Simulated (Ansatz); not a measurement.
Si22H28, a nanocrystal cut from cubic silicon. Total charge 0; singlet. Geometry PBE-D4/def2-SVP.

```xyz
50

Si   -1.765    3.747    0.057
Si    1.297    3.175    2.323
Si   -1.713    2.544   -3.593
Si   -3.942    0.779   -1.005
Si   -0.887    0.202    1.251
Si   -3.068   -2.777    0.188
Si   -0.831   -1.004   -2.380
Si   -0.021   -3.347    2.441
Si    1.340    1.957   -1.318
Si    4.413    1.400    0.938
Si    2.208   -1.572   -0.132
Si    2.167   -0.363    3.512
Si    0.036   -4.568   -1.203
Si   -3.066    2.855   -1.691
Si   -0.006    2.275    0.583
Si    3.065    1.709    2.844
Si    0.046    1.068   -3.071
Si   -2.189   -0.701   -0.485
Si    0.867   -1.272    1.775
Si   -1.316   -4.265    0.702
Si    0.921   -2.492   -1.875
Si    3.111    0.495   -0.803
H    -1.192    5.082   -0.351
H    -2.622    3.957    1.282
H     0.427    3.386    3.538
H     1.843    4.515    1.895
H    -1.151    3.872   -4.041
H    -2.540    1.978   -4.721
H    -4.814    0.965    0.212
H    -4.788    0.184   -2.105
H    -1.754    0.399    2.473
H    -3.945   -2.577    1.400
H    -3.919   -3.342   -0.923
H    -1.683   -1.585   -3.487
H    -0.874   -3.152    3.671
H     1.110   -4.282    2.795
H     1.899    3.299   -1.734
H     4.997    2.723    0.506
H     5.552    0.466    1.265
H     3.331   -2.522    0.221
H     1.304   -0.180    4.736
H     3.279   -1.323    3.858
H    -0.785   -5.161   -2.322
H     1.159   -5.525   -0.884
H    -4.196    3.803   -2.024
H     3.900    2.291    3.964
H     0.928    0.855   -4.280
H    -1.885   -5.597    1.135
H     1.793   -2.665   -3.098
H     3.959    0.288   -2.039
```

B3LYP takes the VWN-RPA correlation. Single mean-field runs in def2-SVP are fitted with def2-universal-jkfit.

Question: Estimate the orbital energies around the gap (eV) in Ansatz with PBE-D4/def2-SVP, r2SCAN-D4/def2-SVP, B3LYP-D4/6-31G, PBE0-D4/def2-SVP, ωB97M-V/def2-SVP.

Answer: 
```csv
orbital,PBE-D4/def2-SVP,r2SCAN-D4/def2-SVP,B3LYP-D4/6-31G,PBE0-D4/def2-SVP,ωB97M-V/def2-SVP
HOMO−5,-6.62,-6.92,-7.37,-7.66,-9.49
HOMO−4,-6.53,-6.81,-7.30,-7.52,-9.31
HOMO−3,-6.52,-6.81,-7.30,-7.52,-9.31
HOMO−2,-6.34,-6.61,-7.07,-7.30,-9.05
HOMO−1,-6.16,-6.42,-6.83,-7.12,-8.84
HOMO,-6.16,-6.42,-6.83,-7.12,-8.84
LUMO,-2.08,-2.01,-1.00,-1.45,0.18
LUMO+1,-2.08,-2.01,-0.97,-1.45,0.18
LUMO+2,-2.06,-1.98,-0.97,-1.42,0.22
LUMO+3,-2.02,-1.93,-0.82,-1.38,0.27
LUMO+4,-1.88,-1.79,-0.82,-1.22,0.44
LUMO+5,-1.88,-1.79,-0.79,-1.22,0.44
```
